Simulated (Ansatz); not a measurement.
Basis-set extrapolation for CH4ClFOSi (`O[SiH](F)CCl`) (PBE0-D4/def2-TZVP geometry, frozen core, Ansatz 0.2.0). Multiplicity 1, RHF reference.

```csv
,def2-TZVPP,def2-QZVPP
HF,-963.184894,-963.217573
MP2 correlation,-0.969190,-1.054318
CCSD(T) correlation,-1.042366,not run
```

Energies in hartree. Use E(X) = E(∞) + A·exp(−7.88·√X) for Hartree–Fock and E(X) = E(∞) + B·X^(−2.97) for correlation, with X = 3 and 4, and add CCSD(T) minus MP2 of the smaller set to the MP2 limit.

Task: What is the CCSD(T) energy at the basis-set limit?

Result: HF limit: -963.217573 + (-0.032679) × 0.13774 = -963.22207. MP2 limit: -1.054318 + (-0.085128) × 0.74074 = -1.11738. Higher-order term: -1.042366 − (-0.969190) = -0.07318. Total: -964.41263 hartree, 486.7 kJ/mol below CCSD(T)/def2-TZVPP.
